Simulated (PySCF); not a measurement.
Stretching AsH⁺

Set-up: As cc-pVTZ-PP with ECP10, H cc-pVTZ; scalar-relativistic core potentials (PySCF 2.14). Energies in eV from As⁺ + H in their ground configurations at the same level. All curves are PBE0. state 1: ²Π (doublet), unpaired electrons π ↑; state 2: ⁴Σ⁻ (quartet), unpaired electrons σ ↑, π ↑↑, a second solution, started from another occupation.

```csv
R (Å),state 1,state 2
1.321,-2.506,-0.491
1.382,-2.810,-0.812
1.444,-2.984,-1.024
1.490,-3.049,-1.130
1.536,-3.068,-1.200
1.582,-3.051,-1.244
1.643,-2.981,-1.271
1.720,-2.838,-1.270
1.812,-2.610,-1.237
1.935,-2.251,-1.163
```

Task: Put a parabola through the three lowest points of the state 1 curve and estimate Re, k and ωe (reduced mass 0.9944 u; 1 eV/Å² = 0.16022 mdyn/Å; ωe = 1302.8·√(k/μ) cm⁻¹).

Result: Through R = 1.49, 1.536, 1.582 Å the second-order coefficient is 8.51 eV/Å², so Re ≈ 1.537 Å, k ≈ 2.73 mdyn/Å and ωe ≈ 2157 cm⁻¹. A polynomial fit of higher order to the unrounded PBE0 energies gives Re = 1.535 Å, k = 2.80 mdyn/Å, ωe = 2187 cm⁻¹; anharmonicity and rounding make the difference.

The higher-order fit for each curve: state 1: Re = 1.535 Å, ωe = 2187 cm⁻¹, De = 3.07 eV; state 2: Re = 1.678 Å, ωe = 1218 cm⁻¹, minimum 1.27 eV below the ground-state fragments.

Spin–orbit coupling is left out. For an ion De counts to the pair picked by the measured ionisation energies or electron affinities, which need not be the lowest pair at this level. The state was picked by a PBE0 search and need not be the measured ground state.
